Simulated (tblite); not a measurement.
C4H13NSi2.
Structure used (GFN2-xTB), in Å, numbered top down from 1:
```
atom  x, y, z in Å
C1     2.2495   -0.2349    1.0696
N2     1.5682    0.7153    0.2247
Si3   -0.0665    0.5172   -0.2881
C4    -0.5211    2.0798   -1.2560
C5    -0.3292   -1.1707   -1.1719
Si6   -1.5384   -1.7708    0.1853
C7    -1.3535   -0.0609    1.0295
H8     2.1104   -0.0238    2.1359
H9     1.8553   -1.2275    0.8674
H10    3.3202   -0.2317    0.8536
H11    1.9246    1.6508    0.3443
H12   -1.4956    1.9678   -1.7158
H13    0.1976    2.2765   -2.0430
H14   -0.5577    2.9507   -0.6110
H15    0.5687   -1.7712   -1.2863
H16   -0.7763   -1.0974   -2.1595
H17   -1.0282   -2.8878    0.9875
H18   -2.8897   -2.0854   -0.2865
H19   -2.2726    0.5175    1.0709
H20   -0.9707   -0.1029    2.0462
```

Computed values, GFN2-xTB/tblite, gas phase, harmonic and unscaled. Against measured fundamentals such values can be off by several per cent, at times by over 20. Modes of hydrogen on silicon can be 10 to 20 % off. One conformer, not necessarily the lowest.

Harmonic wavenumbers (cm⁻¹): 37.4, 85.3, 96.2, 116.3, 140.9, 152.7, 181.7, 216.2, 309.7, 345.3, 434.0, 462.0, 491.9, 592.4, 601.1, 636.2, 675.1, 678.3, 733.7, 738.0, 770.0, 781.6, 812.7, 826.3, 867.7, 909.5, 957.7, 1059.7, 1083.4, 1087.5, 1109.9, 1156.8, 1359.0, 1372.9, 1419.7, 1466.7, 1471.4, 1491.1, 1494.5, 1498.5, 1503.2, 2215.3, 2232.8, 2904.1, 2964.7, 3004.4, 3010.5, 3014.8, 3020.1, 3037.1, 3051.8, 3059.6, 3067.6, 3448.5.

A = 2185, B = 1413, C = 1086 MHz; mass 131.059 u (most abundant isotopes); point group C1, symmetry number 1.

What is the zero-point energy?

½Σν̃ = 35128 cm⁻¹ = 420.22 kJ/mol.

What is S at 298.15 K and 1 bar for an ideal gas of classical rigid rotors and harmonic oscillators?

Translation 169.66, rotation 121.13, vibration 144.82: S = 435.6 J/(mol K).

And Cp and H(298.15 K) − H(0)?

Cp = 180.43 J/(mol K), of which vibrations give 147.17 (their classical limit is 54 R = 449.0); H(298.15 K) − H(0) = 32.48 kJ/mol without the zero-point energy, 22.56 from vibrations.

Which modes carry the vibrational entropy at 298.15 K?

37.4 cm⁻¹: 22.56; 85.3 cm⁻¹: 15.75; 96.2 cm⁻¹: 14.77; 116.3 cm⁻¹: 13.23; 140.9 cm⁻¹: 11.68; 152.7 cm⁻¹: 11.04 J/(mol K); the other 48 give 55.80 together.

What must be added to the electronic energy to get the Gibbs energy at 298.15 K and 1 bar?

ZPE + [H(298.15 K) − H(0)] − T·S = 420.22 + 32.48 − 129.88 = 322.82 kJ/mol.

Hindered rotation and anharmonicity are outside this model. Other conformers, if any are populated, would add a mixing term that is left out. The structure is chiral; the term R ln 2 for an equal mix with its mirror image is left out.
